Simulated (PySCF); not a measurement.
One of the candidates below gave these computed data.

All candidates are C4H10OSi.

| technique | computed result |
| --- | --- |
| 13C NMR | chemical shifts (computed TMS as zero) by class: 71.8 (2 C), 11.0 (2 C) ppm [GIAO PBE0/pcSseg-1] |
| Triplet | lowest triplet excitation (Tamm–Dancoff): 7.01 eV [TDA CAM-B3LYP/def2-SVPD] |
| Rotational structure | rotational constants A, B, C: 3.927, 2.993, 1.889 GHz [GFN2-xTB] |
| UV, first state | lowest singlet excitation: 7.18 eV (173 nm, f = 0.006) [TDDFT CAM-B3LYP/def2-SVPD] |
| Polarisability | 75.5 au [CAM-B3LYP/def2-SVPD] |
| UV, strongest line | among the 8 lowest singlet transitions: S7 at 8.20 eV (151 nm, f = 0.067) [TDDFT CAM-B3LYP/def2-SVPD] |
| 1H NMR | chemical shifts (computed TMS as zero) by class: 4.21 (2 H), 4.00 (4 H), 0.81 (4 H) ppm [GIAO PBE0/pcSseg-1] |
| Dipole | 0.97 D [CAM-B3LYP/def2-SVPD] |
| NMR, other nuclei | isotropic shieldings of nuclei other than C and H, by class: 281 (1 O), 403 (1 Si) ppm [GIAO PBE0/pcSseg-1] |

The electronic properties come from PySCF, for the isolated species, density fitting. Levels stand in brackets. Geometry: GFN2-xTB, one conformer, isolated molecule. NMR values are class means; diastereotopic atoms form classes of their own.

Question: Which candidate is it?
A. `O[SiH]1CCCC1`
B. `C1C[SiH2]CCO1`
C. `OC[C@H]1CC[SiH2]1`
D. `C[C@@H]1CCO[SiH2]1`
E. `C=C[Si](C)(C)O`

Answer: B. It is `C1C[SiH2]CCO1`. Numbering: `[CH2:1]1[CH2:2][SiH2:3][CH2:4][CH2:5][O:6]1`. Its formula, C4H10OSi, gives 1 degree of unsaturation: 1 ring and 0 π bonds in the structure found. 4 carbons fall into 2 classes; from least to most shielded: ring sp3 carbon bound to oxygen [C1/C5] (71.8 ppm, 2 C), ring sp3 carbon bound to silicon [C2/C4] (11.0 ppm, 2 C). Hydrogen classes from least to most shielded: 2 H on an SiH2 silicon, Si3 (4.21 ppm), 4 H on 2 like atoms (sp3 carbon bound to oxygen), C1/C5 (4.00 ppm, a mean of values up to 1.1 ppm apart in this geometry), 4 H on 2 like atoms (sp3 carbon bound to silicon), C2/C4 (0.81 ppm, a mean of values up to 0.7 ppm apart in this geometry). The other shieldings belong to: 281 ppm, cyclic ether oxygen [O6]; 403 ppm, SiH2 silicon [Si3]. The optimised geometry has point group Cs and is an asymmetric top.

The others, at the same levels:
- `OC[C@H]1CC[SiH2]1` fails: it has 4 carbon classes against 2; its computed 13C shifts are 70.4 (1 C), 34.8 (1 C), 24.1 (1 C), 6.3 (1 C) ppm, 1H shifts are 4.84 (1 H), 4.74 (1 H), 4.31 (1 H), 3.59 (1 H), 2.37 (1 H), 1.93 (1 H), 1.76 (1 H), 1.55 (1 H), 1.42 (1 H), -0.18 (1 H) ppm and rotational constant A is 4.848 GHz (against 3.927 GHz).
- `C[C@@H]1CCO[SiH2]1` fails: it has 4 carbon classes against 2; its computed 13C shifts are 72.5 (1 C), 40.0 (1 C), 23.6 (1 C), 17.3 (1 C) ppm, 1H shifts are 4.96 (1 H), 4.69 (1 H), 4.47 (1 H), 3.97 (1 H), 1.94 (1 H), 1.50 (1 H), 1.47 (1 H), 1.27 (3 H) ppm and rotational constant A is 4.317 GHz (against 3.927 GHz).
- `C=C[Si](C)(C)O` fails: it has 3 carbon classes against 2; its computed 13C shifts are 148.7 (1 C), 138.8 (1 C), 1.2 (2 C) ppm, 1H shifts are 6.37 (1 H), 6.32 (1 H), 6.07 (1 H), 1.19 (1 H), 0.12 (6 H) ppm and rotational constant A is 3.287 GHz (against 3.927 GHz).
- `O[SiH]1CCCC1` fails: its computed 13C shifts are 30.2 (2 C), 16.7 (2 C) ppm, 1H shifts are 5.07 (1 H), 1.61 (2 H), 1.48 (2 H), 0.97 (1 H), 0.75 (2 H), 0.52 (2 H) ppm and rotational constant A is 4.878 GHz (against 3.927 GHz).

Each candidate is one conformer, not necessarily the lowest. The conformers computed, where there is a choice (atom-mapped SMILES and torsion angles):
- `[OH:1][CH2:2][C@H:3]1[CH2:4][CH2:5][SiH2:6]1`: O1–C2–C3–C4 -166°, H–O1–C2–C3 -57°
- `[CH2:1]=[CH:2][Si:3]([CH3:4])([CH3:5])[OH:6]`: C1–C2–Si3–C4 -107°, H–O6–Si3–C2 63°

The conformers of `C[C@@H]1CCO[SiH2]1` and `O[SiH]1CCCC1` aren't listed.
